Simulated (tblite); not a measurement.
Species: C6H13AlN2Si.
Structure used (GFN2-xTB), in Å, numbered top down from 1:
```
atom  x, y, z in Å
C1    -3.5749   -1.2561    0.8167
C2    -2.8794   -0.3075    0.2109
C3    -2.9719    1.1417    0.5623
C4    -1.8989   -0.6261   -0.8880
N5    -0.5942   -0.1243   -0.5367
C6     0.4817   -0.8139   -0.5072
Al7    0.7862    1.1248    0.0919
N8     2.6922    0.7303    0.3272
C9     3.7768    0.3511    0.2321
Si10   5.5358   -0.2725    0.0972
H11   -4.2742   -1.0312    1.6040
H12   -3.4809   -2.2949    0.5472
H13   -3.6502    1.3001    1.3960
H14   -3.3202    1.7171   -0.2950
H15   -1.9794    1.5145    0.8265
H16   -1.8639   -1.7075   -1.0849
H17   -2.2120   -0.1067   -1.8022
H18    0.4240   -1.8809   -0.7818
H19    0.4018    1.5467    1.5438
H20    0.8668    2.2273   -1.0094
H21    6.0264    0.2396   -1.1785
H22    6.2410    0.2865    1.2479
H23    5.4627   -1.7311    0.1358
```

Computed with GFN2-xTB (tblite): harmonic, unscaled wavenumbers at the GFN2-xTB geometry, gas phase. Against measured fundamentals such values can be off by several per cent, at times by over 20. Modes of hydrogen on aluminium and silicon can be 10 to 20 % off. One conformer, not necessarily the lowest. The optimisation stopped once no atom felt more than 0.01 eV/Å.

Lowest wavenumbers of the output (negative numbers stand for imaginary wavenumbers):
```
mode    cm-1
  1     -22.3
  2      17.9
  3      19.6
  4      33.5
  5      44.2
  6      75.4
  7     103.8
  8     138.6
  9     159.6
 10     204.7
```

Question: Is this structure a minimum?

Answer: Not by this Hessian. 1 mode is imaginary beyond 20i (22i cm⁻¹), so at this level the point lies at or near a first-order saddle. The curvature is small, so loose convergence or finite differences may be the whole cause.

Question: Which atoms move in the imaginary mode?

Answer: 22i: N8 32 %, Si10 20 %, C6 16 %. These are shares of the mass-weighted motion.

Question: What is the remedy?

Answer: Step along that mode in both directions, optimise again with tighter thresholds and repeat the frequencies. The zero-point energy of this point (101.2 kcal/mol) counts the 62 real modes alone, and thermal corrections from it aren't those of a minimum.
